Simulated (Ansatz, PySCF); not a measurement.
This singlet lies 1.13 eV below the relaxed triplet at the level frozen-core CCSD(T)/cc-pVTZ // B3LYP-D3(BJ)/def2-TZVP (Ansatz, a quantum-chemistry and plane-wave program).

B3LYP has the VWN-RPA correlation part, as in Gaussian. 

Cartesian coordinates (Å):
```xyz
5

O     -1.1357    -0.9078    -0.2201
C     -0.7434     0.2316    -0.0322
Ge     0.7708    -0.3083     1.2046
Cl     2.3124    -0.1022    -0.3874
H     -1.2041     1.0867    -0.5649
```
Charge 0, multiplicity 1.

Task: Estimate the LUMO, HOMO–LUMO gap and dipole moment that B3LYP-D3(BJ)/def2-TZVP in PySCF 2.14.0 returns for this input.

Result: 
| Quantity | Result |
|---|---|
| LUMO | -2.79 eV |
| HOMO–LUMO gap | 3.93 eV |
| dipole moment | 2.61 D |
